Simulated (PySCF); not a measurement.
In(Cl)(vinyl)(OH) (C₂H₄ClInO), SMILES C=[CH][In]([OH])[Cl]. Heavy atoms are numbered as in [In:1]([Cl:2])([CH:3]=[CH2:4])[OH:8]. Hydrogens are named by the atom that carries them.

Geometry optimised at B3LYP-D3(BJ)/def2-SVP. The structure was generated by enumeration; whether it is a known compound was not checked. The def2 effective core potentials stand for the cores of In; spin–orbit coupling is left out. One conformer was computed; it need not be the lowest.

These are M06-2X/def2-TZVP run with PySCF values and carry that method's errors.

ESP charges are fitted to the potential on shells at 1.4 to 2.0 van der Waals radii. Atomic charges (e), one atom of each kind:

```tsv
atom	ESP fit	Mulliken
In1	0.91	1.07
Cl2	-0.40	-0.41
C3 (CH)	-0.33	-0.47
C4 (CH2)	-0.34	-0.23
H on C3	0.15	0.16
H on C4	0.18	0.14
O8 (OH)	-0.75	-0.74
H on O8	0.37	0.33
```
